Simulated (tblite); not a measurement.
Species: C6H7N2 (doublet state).
SMILES with atom numbers: `[CH3:1]/[N:2]=[C:3]1\[CH:4][C@H:5]([C:6]#[N:7])[CH2:8]1` (hydrogens: H9, H10, H11 on C1; H12 on C4; H13 on C5; H14, H15 on C8)

Cartesian coordinates in Å at the GFN2-xTB level; atoms count from 1:
```
atom  x, y, z in Å
C1     2.6251    0.2316    0.1279
N2     1.5050   -0.3836    0.7492
C3     0.3286   -0.2845    0.2345
C4    -0.2969    0.3303   -0.8593
C5    -1.6491   -0.2054   -0.4916
C6    -2.6174    0.8073   -0.1662
N7    -3.3667    1.6273    0.1041
C8    -0.9699   -0.8854    0.7319
H9     2.4051    0.7441   -0.8156
H10    3.0567    0.9412    0.8388
H11    3.3803   -0.5402   -0.0426
H12   -0.0055    1.0044   -1.6429
H13   -2.0941   -0.8942   -1.2183
H14   -1.2974   -0.5128    1.7001
H15   -1.0083   -1.9721    0.7280
```

Computed geometry: GFN2-xTB, gas phase. This method treats the open shell by occupation alone, without spin polarisation.

Masses are those of the commonest isotopes; rigid-rotor values at the optimised geometry. 

What are A, B and C (GHz)?

Ia = 82.84, Ib = 455.87, Ic = 483.08 u·Å²; 505379 MHz·u·Å²/I gives 6100, 1109 and 1046 MHz, that is A = 6.1005, B = 1.1086, C = 1.0462 GHz.

What kind of rotor is it?

A near-prolate asymmetric top: κ = (2 × 1109 − 6100 − 1046)/(6100 − 1046) = -0.98.

What does the inertial defect say?

Not planar: Δ = Ic − Ia − Ib = -55.64 u·Å². For a rigid frame Δ = −2 Σ m c², so Σ m c² = 27.82 u·Å² lies off the ab plane: 7.04 from hydrogen and 20.78 from heavier atoms. The atom farthest from that plane is 1.66 Å away.

Give the other two planar moments, Paa and Pbb, and the rms extents of the mass along the axes.

Paa = Σ m a² = (Ib + Ic − Ia)/2 = 428.05 and Pbb = Σ m b² = (Ia + Ic − Ib)/2 = 55.02 u·Å². With the mass M = 107.06 u, the rms extents √(P/M) along a, b and c are 2.00, 0.72, 0.51 Å.

For this open shell read J as N, the rotation without spin; fine and hyperfine splittings come on top. Its GFN2-xTB frequencies are all real (lowest 62 cm⁻¹). No vibrational averaging or centrifugal distortion is included, and the geometry carries the error of its method.
